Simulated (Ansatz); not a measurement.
Cost and result up the ladder for Ge7BNH16, a doped cluster cut from the lattice of germanium (B and N 4.0 A apart) (25 atoms). The state is a singlet with charge 0. Geometry: PBE0-D4/def2-SVP.

```xyz
25

Ge   -1.2607   -1.3127   -1.7924
Ge    1.2615   -2.0590    0.3595
Ge    1.6143    0.5699   -1.7261
Ge   -1.6515    2.3038   -0.0857
Ge    1.1759    0.8735    2.0877
B     0.7795   -1.2973   -1.4582
Ge   -2.5339    0.0384   -0.1990
N     0.4436   -0.9309    1.8319
Ge    0.7707    2.0725    0.0123
H    -1.9307   -2.7100   -1.7166
H    -1.6700   -0.7146   -3.1617
H     0.6846   -3.4215    0.8266
H     2.7186   -2.0188    0.8893
H     1.2487    1.2889   -3.0482
H     3.1565    0.6604   -1.5872
H    -2.0031    3.0778   -1.3735
H    -2.1926    3.1059    1.1194
H     2.6366    0.5372    2.4486
H     0.4501    1.3266    3.3747
H     1.2892   -2.0699   -2.2580
H    -4.0659    0.0677   -0.3874
H    -2.3389   -0.5203    1.2504
H     0.5103   -1.4480    2.7114
H    -0.5634   -0.8515    1.6366
H     1.4707    3.4319    0.2455
```

Ansatz on 4 threads of Arm Neoverse N1 on a shared host. Times are rough, and most runs start from the orbitals of an earlier one. PBE0-D4/def2-SVP serves as the yardstick here, not as an exact answer. Differences are given only for rows in sets of like size (and for xTB, whose basis is part of the method), since another set adds its own error. Binding counts from free atoms at the same level (Ge triplet, B doublet, N quartet, H doublet; other spins of the atoms weren't run), without zero-point energy or a counterpoise term.

The 6-31G sets use Cartesian d functions. B3LYP takes the VWN-RPA correlation.

```csv
level,functions,wall time,binding energy per atom (eV),difference from PBE0-D4/def2-SVP (eV)
HF/STO-3G,152,14 s,3.49,–
PBE-D4/def2-SVP (with forces),332,37 s,2.98,0.01
HF/6-31G,253,40 s,1.98,–
B3LYP-D4/6-31G,253,42 s,2.92,–
PBE0-D4/def2-SVP,332,54 s,2.97,0.00
r2SCAN-D4/def2-SVP,332,63 s,2.99,0.02
```
